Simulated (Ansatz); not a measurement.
Gas-phase electronic energies from Ansatz, PBE0-D4/def2-TZVP geometries. CCSD(T)/CBS is the MP2 limit (def2-TZVPP, def2-QZVPP) plus CCSD(T) − MP2 in def2-TZVPP, frozen cores. This one scheme is used for every species. DFT in def2-TZVPP. Elements past krypton have def2 core potentials. For Br, Sn outer-core shells are correlated without core-valence functions, which leaves a few kJ/mol of doubt a bond. Scalar relativity is left out up to krypton. One conformer a species, not always the lowest.

Consider the ligand exchange at the Sn–O bond: `[OH][Sn][F]` + HBr → `[F][Sn][Br]` + H₂O.

`[OH][Sn][F]`:

Z-matrix (Å, degrees):
```
O
Sn 1 1.969
H 1 0.961 2 116.2
F 2 1.934 1 93.3 3 180.0
```

HBr:

```xyz
2

Br   -0.456    0.449    0.308
H     0.456   -0.449   -0.308
```

`[F][Sn][Br]`:

Z-matrix (Å, degrees):
```
Sn
F 1 1.936
Br 1 2.515 2 97.3
```

H₂O:

Z-matrix (Å, degrees):
```
O
H 1 0.960
H 1 0.960 2 105.1
```

```json
{"level": "B97M-V", "ΔE (kJ/mol)": "-76.9"}
{"level": "B2PLYP", "ΔE (kJ/mol)": "-77.9"}
{"level": "revPBE", "ΔE (kJ/mol)": "-80.9"}
{"level": "HF/def2-SVP", "ΔE (kJ/mol)": "-98.9"}
```

(1) What does CCSD(T)/CBS give? (Estimate.)

Largest T1 diagnostic among the species: 0.018.

Results:

(1) The calculation gave: -81.4 kJ/mol. The listed levels differ from it by 4.5, 3.5, 0.5, -17.5 kJ/mol.

From PBE to PBE0 (25 % exact exchange), in def2-TZVPP and without D4, ΔE moves by −7.1 kJ/mol. In def2-TZVPP, CCSD(T) changes the Hartree–Fock value by +18.2 kJ/mol (the triples alone add +2.1 kJ/mol) and MP2 by +15.0 kJ/mol.
